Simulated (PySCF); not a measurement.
Match the calculated data to a structure.

All candidates are C8H10S.

* 13C NMR: chemical shifts (computed TMS as zero) by class: 142.7 (1 C), 139.9 (1 C), 136.9 (1 C), 135.6 (1 C), 130.4 (1 C), 129.6 (1 C), 22.9 (1 C), 22.4 (1 C) ppm [GIAO PBE0/pcSseg-1]
* Dipole: 1.61 D [PBE0/pcSseg-1]
* 1H NMR: chemical shifts (computed TMS as zero) by class: 7.19 (1 H), 7.15 (1 H), 7.02 (1 H), 3.46 (1 H), 2.28 (3 H), 2.23 (3 H) ppm [GIAO PBE0/pcSseg-1]
* Rotational structure: rotational constants A, B, C: 2.967, 0.882, 0.686 GHz [GFN2-xTB]
* NMR, other nuclei: isotropic shieldings of nuclei other than C and H, by class: 509 (1 S) ppm [GIAO PBE0/pcSseg-1]

The electronic properties come from PySCF, for the isolated species, density fitting. Levels stand in brackets. Isolated species at its GFN2-xTB geometry (one conformer only). Each NMR value is the plain mean over a class of atoms that symmetry, rotation or inversion makes alike.

**Question.** Which candidate is it?
A. `Cc1ccc(S)cc1C`
B. `C=Cc1sccc1CC`
C. `CC(=S)C1=CC=CCC1`
D. `C=C/C=C\C(=C)C(C)=S`

**Answer.** A. It is `Cc1ccc(S)cc1C`. Numbering: `[CH3:1][c:2]1[cH:3][cH:4][c:5]([SH:6])[cH:7][c:8]1[CH3:9]`. Its formula, C8H10S, gives 4 degrees of unsaturation: 1 ring and 3 π bonds in the structure found (Kekulé form). 8 carbons fall into 8 classes; from least to most shielded: substituted aromatic carbon [C8] (142.7 ppm), substituted aromatic carbon [C5] (139.9 ppm), substituted aromatic carbon [C2] (136.9 ppm), aromatic CH carbon [C3] (135.6 ppm), aromatic CH carbon [C7] (130.4 ppm), aromatic CH carbon [C4] (129.6 ppm), benzylic-type carbon [C9] (22.9 ppm), benzylic-type carbon [C1] (22.4 ppm). Hydrogen classes from least to most shielded: 1 H on an aromatic CH carbon, C3 (7.19 ppm), 1 H on an aromatic CH carbon, C7 (7.15 ppm), 1 H on an aromatic CH carbon, C4 (7.02 ppm), 1 H on a thiol sulfur, S6 (3.46 ppm), 3 H on a benzylic-type carbon, C9 (2.28 ppm), 3 H on a benzylic-type carbon, C1 (2.23 ppm). The other shieldings belong to: 509 ppm, thiol sulfur [S6]. By its constants the optimised geometry is an asymmetric top.

The others, at the same levels:
- `CC(=S)C1=CC=CCC1` fails: its computed 13C shifts are 249.2 (1 C), 149.5 (1 C), 144.1 (1 C), 134.0 (1 C), 132.7 (1 C), 37.0 (1 C), 27.7 (1 C), 27.2 (1 C) ppm, 1H shifts are 7.18 (1 H), 6.88 (1 H), 6.57 (1 H), 3.21 (3 H), 3.06 (2 H), 2.32 (2 H) ppm and rotational constant A is 2.814 GHz (against 2.967 GHz).
- `C=Cc1sccc1CC` fails: its computed 13C shifts are 147.9 (1 C), 145.1 (1 C), 135.2 (1 C), 132.1 (1 C), 130.2 (1 C), 116.5 (1 C), 24.2 (1 C), 14.1 (1 C) ppm, 1H shifts are 7.06 (1 H), 7.01 (1 H), 6.89 (1 H), 5.98 (1 H), 5.30 (1 H), 2.80 (2 H), 1.46 (3 H) ppm and rotational constant A is 2.046 GHz (against 2.967 GHz).
- `C=C/C=C\C(=C)C(C)=S` fails: its computed 13C shifts are 267.8 (1 C), 159.9 (1 C), 143.0 (1 C), 142.7 (1 C), 138.3 (1 C), 135.4 (1 C), 128.0 (1 C), 40.0 (1 C) ppm, 1H shifts are 6.72 (1 H), 6.66 (1 H), 6.59 (1 H), 6.46 (1 H), 5.58 (1 H), 5.55 (1 H), 5.36 (1 H), 3.13 (3 H) ppm and rotational constant A is 1.946 GHz (against 2.967 GHz).

Each candidate is one conformer, not necessarily the lowest. The conformers computed, where there is a choice (atom-mapped SMILES and torsion angles):
- `[CH3:1][c:2]1[cH:3][cH:4][c:5]([SH:6])[cH:7][c:8]1[CH3:9]`: H–S6–C5–C4 0°
- `[CH3:1][C:2](=[S:3])[C:4]1=[CH:5][CH:6]=[CH:7][CH2:8][CH2:9]1`: C1–C2–C4–C5 3°
- `[CH2:1]=[CH:2][c:3]1[s:4][cH:5][cH:6][c:7]1[CH2:8][CH3:9]`: C1–C2–C3–S4 0°, C6–C7–C8–C9 -1°
- `[CH2:1]=[CH:2]/[CH:3]=[CH:4]\[C:5](=[CH2:6])[C:7]([CH3:8])=[S:9]`: C1–C2–C3–C4 -174°, C3–C4–C5–C6 -138°, C4–C5–C7–C8 32°
